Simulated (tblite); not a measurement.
C7H10O4.
SMILES with atom numbers: `[CH2:1]=[CH:2][CH2:3][O:4][C:5](=[O:6])[C@@H:7]([CH3:8])[O:9][CH:10]=[O:11]` (hydrogens: H12, H13 on C1; H14 on C2; H15, H16 on C3; H17 on C7; H18, H19, H20 on C8; H21 on C10)

Computed with GFN2-xTB (tblite), gas phase: L-BFGS steps from a force-field or distance-geometry start until the largest atomic force falls under 0.01 eV/Å.

Step 44: E = -988.4650 eV
```
atom  x, y, z in Å  |  force x, y, z in eV/Å
C1      4.0664   -0.1822    0.3886    0.002   0.002  -0.026
C2      2.8865   -0.7048    0.6605    0.008   0.000  -0.004
C3      1.7219    0.0796    1.1744    0.017  -0.009  -0.011
O4      0.5767   -0.2642    0.3814    0.006   0.018  -0.025
C5     -0.5165    0.4737    0.5481   -0.022  -0.018  -0.016
O6     -0.6347    1.3617    1.3435    0.031   0.015  -0.009
C7     -1.5910    0.0404   -0.4537   -0.031  -0.020  -0.018
C8     -1.9164   -1.4448   -0.3431   -0.004  -0.029   0.002
O9     -2.7682    0.8114   -0.2131   -0.006   0.003   0.038
C10    -3.1608    1.6572   -1.1479    0.004  -0.006   0.019
O11    -2.6678    1.8249   -2.2235    0.033   0.014   0.016
H12     4.8814   -0.7881    0.0323    0.004   0.018   0.003
H13     4.2668    0.8694    0.5144    0.004  -0.023   0.024
H14     2.6907   -1.7574    0.5100    0.001   0.016   0.036
H15     1.8974    1.1585    1.1058   -0.011  -0.018   0.026
H16     1.5139   -0.1734    2.2231   -0.016   0.010  -0.024
H17    -1.2166    0.2722   -1.4611   -0.007   0.021  -0.017
H18    -2.6071   -1.7269   -1.1336   -0.013  -0.014   0.001
H19    -1.0049   -2.0255   -0.4386    0.027  -0.003  -0.025
H20    -2.3768   -1.6576    0.6176   -0.014   0.031   0.032
H21    -4.0497    2.1927   -0.7764   -0.012  -0.008  -0.023
```

Step 45: E = -988.4659 eV
```
atom  x, y, z in Å  |  force x, y, z in eV/Å
C1      4.0653   -0.1824    0.3869    0.002  -0.002  -0.002
C2      2.8853   -0.7043    0.6606    0.007  -0.005  -0.023
C3      1.7206    0.0796    1.1740    0.017   0.000  -0.006
O4      0.5749   -0.2640    0.3818    0.015  -0.004  -0.017
C5     -0.5190    0.4729    0.5488    0.024   0.004  -0.038
O6     -0.6342    1.3639    1.3413    0.006   0.003  -0.009
C7     -1.5920    0.0385   -0.4544   -0.019   0.002   0.006
C8     -1.9157   -1.4468   -0.3424   -0.002  -0.031   0.001
O9     -2.7686    0.8096   -0.2127   -0.033   0.007   0.021
C10    -3.1588    1.6574   -1.1468    0.007  -0.001   0.004
O11    -2.6617    1.8282   -2.2201    0.039   0.009   0.013
H12     4.8806   -0.7884    0.0310   -0.004   0.018   0.001
H13     4.2672    0.8682    0.5175    0.004  -0.017   0.014
H14     2.6874   -1.7560    0.5086    0.006   0.007   0.032
H15     1.8955    1.1580    1.1070   -0.005   0.011   0.010
H16     1.5143   -0.1706    2.2231   -0.028  -0.011  -0.009
H17    -1.2172    0.2726   -1.4618   -0.014   0.009   0.001
H18    -2.6117   -1.7277   -1.1296    0.001  -0.018   0.027
H19    -1.0023   -2.0251   -0.4463   -0.012   0.006  -0.012
H20    -2.3694   -1.6591    0.6231    0.005   0.026  -0.014
H21    -4.0497    2.1925   -0.7806   -0.015  -0.012  -0.001
```

Step 46: E = -988.4663 eV
```
atom  x, y, z in Å  |  force x, y, z in eV/Å
C1      4.0647   -0.1826    0.3865    0.002  -0.004   0.009
C2      2.8848   -0.7044    0.6606    0.002  -0.002  -0.030
C3      1.7197    0.0790    1.1733    0.011   0.007  -0.003
O4      0.5739   -0.2647    0.3811    0.019  -0.012  -0.016
C5     -0.5199    0.4724    0.5479    0.042   0.013  -0.042
O6     -0.6335    1.3645    1.3395   -0.003  -0.001  -0.011
C7     -1.5929    0.0379   -0.4551   -0.010   0.012   0.019
C8     -1.9150   -1.4477   -0.3417    0.002  -0.017   0.000
O9     -2.7692    0.8088   -0.2115   -0.041   0.003   0.006
C10    -3.1572    1.6576   -1.1456    0.004   0.005  -0.006
O11    -2.6558    1.8309   -2.2166    0.038   0.007   0.012
H12     4.8808   -0.7878    0.0318   -0.005   0.012  -0.003
H13     4.2667    0.8676    0.5186    0.003  -0.008   0.013
H14     2.6855   -1.7555    0.5075    0.011  -0.004   0.031
H15     1.8938    1.1571    1.1069    0.000   0.026   0.001
H16     1.5132   -0.1692    2.2225   -0.029  -0.024  -0.002
H17    -1.2190    0.2735   -1.4631   -0.019   0.000   0.016
H18    -2.6145   -1.7282   -1.1259    0.000  -0.024   0.031
H19    -1.0009   -2.0240   -0.4504   -0.019   0.001  -0.009
H20    -2.3632   -1.6594    0.6268    0.006   0.021  -0.027
H21    -4.0509    2.1911   -0.7842   -0.015  -0.013   0.011
```

Problem. Estimate the geometry and energy of step 47. (The exact step hangs on the optimiser's Hessian estimate; all steps are aligned on step 46, rigid shifts and turns removed.)

Solution. E = -988.4670 eV, largest force 0.062 eV/Å
```
atom  x, y, z in Å  |  force x, y, z in eV/Å
C1      4.0637   -0.1827    0.3865    0.001  -0.004   0.020
C2      2.8841   -0.7052    0.6603   -0.006   0.006  -0.030
C3      1.7183    0.0776    1.1717    0.000   0.017   0.001
O4      0.5729   -0.2667    0.3792    0.023  -0.011  -0.017
C5     -0.5201    0.4718    0.5451    0.048   0.020  -0.033
O6     -0.6321    1.3644    1.3366   -0.005  -0.004  -0.017
C7     -1.5944    0.0377   -0.4562    0.002   0.019   0.030
C8     -1.9138   -1.4484   -0.3404    0.007   0.011   0.000
O9     -2.7707    0.8080   -0.2091   -0.039  -0.008  -0.021
C10    -3.1548    1.6581   -1.1435   -0.002   0.015  -0.022
O11    -2.6451    1.8358   -2.2101    0.030   0.008   0.016
H12     4.8817   -0.7861    0.0342   -0.002  -0.002  -0.012
H13     4.2650    0.8670    0.5196    0.002   0.008   0.016
H14     2.6833   -1.7554    0.5062    0.018  -0.022   0.029
H15     1.8908    1.1556    1.1060    0.007   0.040  -0.010
H16     1.5099   -0.1678    2.2211   -0.024  -0.039   0.001
H17    -1.2232    0.2754   -1.4653   -0.025  -0.010   0.033
H18    -2.6185   -1.7295   -1.1192   -0.006  -0.031   0.029
H19    -0.9988   -2.0216   -0.4559   -0.017  -0.010  -0.010
H20    -2.3531   -1.6588    0.6322   -0.001   0.010  -0.028
H21    -4.0540    2.1875   -0.7902   -0.010  -0.012   0.023
```

The energy changes by -0.0007 eV. The first-order estimate −F·Δx gives -0.0010 eV and the mean of the old and new forces, exact on a quadratic surface, -0.0007 eV. The step makes an angle of 73° with the force vector and moves no atom by more than 0.013 Å.

The cost below is that of the whole relaxation. On one thread of an Intel Xeon Platinum 8259CL at 2.50 GHz, no GPU (shared host), this took 3.1 s.
